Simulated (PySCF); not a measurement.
dialuminium oxide (Al2O), SMILES [Al][O][Al] (connectivity only; charge and spin as stated), neutral, multiplicity 1. Geometry: r2SCAN-D4/def2-TZVP.

These are PySCF 2.14.0 with r2SCAN-D4/def2-TZVP values and carry that method's errors.

Harmonic wavenumbers (cm⁻¹): 98, 98, 510, 1003. Rotational constants (GHz): 3.215 (linear); symmetry number 2.

Q: Work out the zero-point energy and the ideal-gas rigid-rotor harmonic-oscillator thermochemistry at 298.15 K and 1 atm.

A: ZPE = ½ Σ hcν = ½ × 1707 cm⁻¹ = 10.21 kJ/mol. H − E(el) = 23.44 kJ/mol. Entropy in J/(mol K): translation 161.72, rotation 65.46, vibration 32.36, total 259.54. G − E(el) = -53.95 kJ/mol. Cp = 52.13 J/(mol K). Modes under 150 cm⁻¹ make the vibrational entropy uncertain.
